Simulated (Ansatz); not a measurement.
F2H4N2Si, SMILES F[Si](F)(N)N.

Coordinates come from a PBE0-D3(BJ)/def2-SVP optimisation. The values are those of a single conformer.

Two levels are set side by side: PBE/def2-SVPD (Ansatz, a program for electronic structure) and PBE0/def2-SVPD (Ansatz). Energy differences of separate SCF runs at the same geometry; the states with an electron removed or added have multiplicity 2 and 2. Differences are taken from unrounded values.

```tsv
quantity	PBE0
vertical ionisation energy (eV)	10.51
vertical singlet–triplet gap (eV)	6.78
```

### Question
What does PBE give, and how far is it from PBE0? (Estimate from the structure and the level; the computed values follow.)

### Answer

```json
[
 {"quantity": "vertical ionisation energy (eV)", "PBE": "10.07", "PBE minus PBE0": "-0.45"},
 {"quantity": "vertical singlet–triplet gap (eV)", "PBE": "6.28", "PBE minus PBE0": "-0.50"}
]
```
